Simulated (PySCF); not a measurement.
SMILES [GeH3][O][SiH2][O][Ge]([Cl])([Cl])[Cl] (H5Cl3Ge2O2Si), PBE0/def2-SVP optimised geometry.

```
13

Ge     1.88     1.09     0.00
O      1.37     0.33    -1.53
Si     0.46    -0.86    -2.19
O     -0.37    -1.72    -1.01
Ge    -1.70    -1.46     0.06
Cl    -2.17     0.63     0.16
Cl    -3.41    -2.52    -0.64
Cl    -1.17    -2.15     2.00
H      3.41     1.09     0.00
H      1.31     2.52     0.00
H      1.31     0.26     1.17
H      1.33    -1.86    -2.86
H     -0.53    -0.26    -3.13
```

Density from PBE0/def2-TZVP in PySCF at that geometry.

Minimum of the electron density along straight lines between bonded atoms, close to the bond critical point (lines longer than 1.1 times the sum of covalent radii, or with two minima, are not listed):

```csv
bond,length / Å,ρ at the minimum / e bohr⁻³,∇²ρ there / e bohr⁻⁵,position (fraction from the first atom)
Ge1–O2,1.782,0.135,…,0.47
O2–Si3,1.636,0.138,0.86,0.59
Si3–O4,1.681,0.123,…,0.41
O4–Ge5,1.731,0.157,…,0.52
Ge5–Cl6,2.139,0.109,0.17,0.43
Ge5–Cl7,2.127,0.112,0.17,0.43
Ge5–Cl8,2.126,0.112,0.17,0.43
Ge1–H9,1.536,0.136,0.05,0.59
Ge1–H10,1.535,0.136,0.05,0.59
Ge1–H11,1.539,0.135,0.05,0.59
Si3–H12,1.485,0.126,0.13,0.49
Si3–H13,1.489,0.125,0.13,0.49
```

Task: What belongs in the gaps?

Result: 
- Ge1–O2, ∇²ρ there / e bohr⁻⁵: 0.66
- Si3–O4, ∇²ρ there / e bohr⁻⁵: 0.72
- O4–Ge5, ∇²ρ there / e bohr⁻⁵: 0.77
